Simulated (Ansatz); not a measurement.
The same molecule with X = O, S, Se. Ansatz, PBE0-D4/def2-TZVP geometries, multiplicity 1. Each molecule was computed in one conformer, which needn't be the lowest.

Scalar relativity is left out up to krypton.

| X | molecule | mean X–B bond length / Å | mean X–H bond length / Å | size of the dipole moment (PBE/def2-TZVPP) / D | zero-point energy (PBE0-D4/def2-TZVP) / kJ/mol | HOMO energy (PBE/def2-TZVPP) / eV |
| --- | --- | --- | --- | --- | --- | --- |
| S | `CB(C)S` | 1.796 | 1.344 | 1.08 | 229.0 | -6.66 |
| Se | `CB(C)[SeH]` | 1.936 | 1.469 | 1.05 | 225.0 | -6.23 |

Question: Give the row for X = O, `CB(C)O`. (Best estimate.)

Answer: Ansatz gave: 
| X | molecule | mean X–B bond length / Å | mean X–H bond length / Å | size of the dipole moment (PBE/def2-TZVPP) / D | zero-point energy (PBE0-D4/def2-TZVP) / kJ/mol | HOMO energy (PBE/def2-TZVPP) / eV |
| --- | --- | --- | --- | --- | --- | --- |
| O | `CB(C)O` | 1.364 | 0.961 | 1.34 | 242.3 | -6.96 |

From O to Se the mean X–B bond length rises at each step, by 0.572 Å in all; the mean X–H bond length rises at each step, by 0.508 Å in all; the zero-point energy (PBE0-D4/def2-TZVP) falls at each step, by 17.3 kJ/mol in all; the HOMO energy (PBE/def2-TZVPP) rises at each step, by 0.73 eV in all. Bonds lengthen as the atom grows down the group. Dipoles are sizes alone, and their direction can turn along the series.

Spin–orbit coupling is left out; it splits and shifts lone-pair levels of the heavy atoms by tenths of an eV.
